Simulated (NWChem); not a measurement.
C3H3ClF2; SMILES FC(C(=C)Cl)F

```xyz
9

C     -1.6877    -0.2716    -0.5012
C     -0.4123    -0.3078    -0.1316
Cl     0.5188    -1.7927    -0.0984
C      0.3834     0.8959     0.3143
F     -0.4135     2.0025     0.3039
F      1.4226     1.1150    -0.5417
H     -2.2189     0.6734    -0.4954
H     -2.2209    -1.1632    -0.8108
H      0.7956     0.7739     1.3221
```
Atoms are numbered in this order, from 1.

Results from NWChem. Pople sets run with spherical d functions. All runs use the structure optimised with B3LYP/6-31G* (spherical d). Isolated, static molecule.

GIAO at B3LYP/6-31G*: principal shieldings of C4 are 60.9, 82.3, 94.8 ppm; an isolated tetramethylsilane molecule has σ = 190.2 ppm at the same levels.

Q: Find the isotropic 13C shift, its principal values, the span and the skew.

A: 
1. σ(iso) = one third of the sum = 79.3 ppm.
2. δ = σ(reference) − σ = 110.9 ppm against tetramethylsilane.
3. δ11, δ22, δ33 = 129.3, 107.9, 95.4 ppm.
4. Span Ω = δ11 − δ33 = 33.9 ppm; skew κ = 3(δ22 − δ(iso))/Ω = -0.26.
